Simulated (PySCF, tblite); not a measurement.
C₂H₁₂NPSi₂.
Geometry (GFN2-xTB, Å), atoms numbered from 1 in this order:
```xyz
18
C2H12NPSi2 angstrom
C     -2.2121    1.4807   -0.6057
C     -2.2533    0.0052   -0.2184
N     -0.9662   -0.5053    0.1817
Si     0.1548   -1.1869   -0.9131
P      1.9491   -1.6086    0.3487
Si     3.1521    0.2465    0.1058
H     -3.1984    1.8206   -0.9108
H     -1.8818    2.0834    0.2378
H     -1.5175    1.6280   -1.4289
H     -2.9667   -0.1387    0.6006
H     -2.5883   -0.5890   -1.0695
H     -0.6269   -0.0733    1.0289
H      0.4855   -0.3547   -2.0905
H     -0.3929   -2.4543   -1.4110
H      2.5938   -2.3140   -0.6415
H      4.5033   -0.0471    0.5814
H      2.5319    1.2788    0.9385
H      3.2248    0.7351   -1.2753
```

The calculation used CAM-B3LYP/def2-SVPD in PySCF (dipole) on a GFN2-xTB geometry, gas phase.

Masses are those of the commonest isotopes; rigid-rotor values at the optimised geometry. The values belong to one conformer with, in the numbering `[CH3:1][CH2:2][NH:3][SiH2:4][PH:5][SiH3:6]`, C1–C2–N3–Si4 -89°, C2–N3–Si4–P5 176°, N3–Si4–P5–Si6 -92°.

Q: Give the principal moments of inertia and the rotational constants in cm⁻¹.

A: Ia = 165.24, Ib = 611.61, Ic = 706.26 u·Å²; 505379 MHz·u·Å²/I gives 3058, 826.3 and 715.6 MHz, that is A = 0.10202, B = 0.02756, C = 0.02387 cm⁻¹.

Q: What kind of rotor is it?

A: A near-prolate asymmetric top: κ = (2 × 826.3 − 3058 − 715.6)/(3058 − 715.6) = -0.91.

Q: What does the inertial defect say?

A: Not planar: Δ = Ic − Ia − Ib = -70.60 u·Å². For a rigid frame Δ = −2 Σ m c², so Σ m c² = 35.30 u·Å² lies off the ab plane: 13.04 from hydrogen and 22.26 from heavier atoms. The atom farthest from that plane is 1.88 Å away.

Q: Give the other two planar moments, Paa and Pbb, and the rms extents of the mass along the axes.

A: Paa = Σ m a² = (Ib + Ic − Ia)/2 = 576.31 and Pbb = Σ m b² = (Ia + Ic − Ib)/2 = 129.94 u·Å². With the mass M = 137.02 u, the rms extents √(P/M) along a, b and c are 2.05, 0.97, 0.51 Å.

Q: Which types of transition are allowed, and where do some lines up to J = 5 fall?

A: The dipole components are |μa| = 0.92 D, |μb| = 0.92 D, |μc| = 0.22 D. Intensities carry the squares of the components, which stand as 1.00 : 1.00 : 0.06 (a : b : c). Some lines, for components of 0.1 D or more:

```csv
type,branch,"J(Ka,Kc)",MHz,lower level (cm⁻¹)
a,Q,"2(1,1) ← 2(1,2)",332,0.225
c,Q,"4(1,4) ← 4(0,4)",1783,0.512
c,Q,"3(1,3) ← 3(0,3)",1973,0.308
c,Q,"1(1,1) ← 1(0,1)",2232,0.051
b,R,"3(0,3) ← 2(1,2)",2484,0.225
a,R,"2(1,2) ← 1(1,1)",2973,0.126
a,R,"3(1,3) ← 2(1,2)",4457,0.225
b,Q,"2(2,1) ← 2(1,2)",7028,0.225
a,R,"5(1,4) ← 4(1,3)",7968,0.609
c,R,"2(2,1) ← 1(1,1)",10001,0.126
c,R,"3(2,1) ← 2(1,1)",11342,0.236
b,R,"4(2,2) ← 3(1,3)",13421,0.374
b,R,"5(2,3) ← 4(1,4)",15262,0.572
b,R,"5(4,2) ← 4(3,1)",23723,1.201
```

Q: Estimate the classical rotational partition function at 25 K, 100 K and 200 K.

A: Point group C1, symmetry number σ = 1; q = (√π/σ)·√((kT/h)³/(ABC)), k/h = 20836.6 MHz/K: 15700 at 25 K, 125000 at 100 K, 355000 at 200 K.

Its GFN2-xTB frequencies are all real (lowest 22 cm⁻¹). Constants of a rigid frame at the computed geometry: no zero-point averaging, no centrifugal distortion. A rigid rotor knows nothing of inversion at nitrogen or internal rotation, which can split or shift real lines. Quadrupole hyperfine structure (14N) is left out.

Time: 44 s; peak memory 1.1 GiB. Hardware: Arm Neoverse V2, one thread, shared host with 32 logical CPUs at a one-minute load of 38. This is the CAM-B3LYP/def2-SVPD job that gave the dipole, with the excitations it also computed.
